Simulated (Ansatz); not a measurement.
All values below come from CAM-B3LYP-D3(BJ)/def2-TZVP // PBE0-D3(BJ)/def2-SVP (Ansatz, a program for electronic structure). Isolated molecules, 0 K electronic values unless said otherwise. One relaxed conformer stands for a flexible species; it need not be the lowest.  In the def2 sets, heavy atoms carry core potentials.

Reference species (SMILES): `C[CH2][Sn]([OH])([OH])[OH]` (neutral, multiplicity 1).

The HOMO comes out as -9.49 eV. The LUMO is 0.03 eV and the HOMO–LUMO gap is 9.52 eV.

Changed species: `[CH3][Sn]([OH])([OH])[OH]` (Y = methyl; the reference has Y = ethyl).

**Question.** Predict the effect on the HOMO, LUMO and HOMO–LUMO gap.

**Answer.** the HOMO falls by 0.34 eV, to -9.83 eV; the LUMO is nearly the same; the HOMO–LUMO gap rises by 0.32 eV, to 9.84 eV.
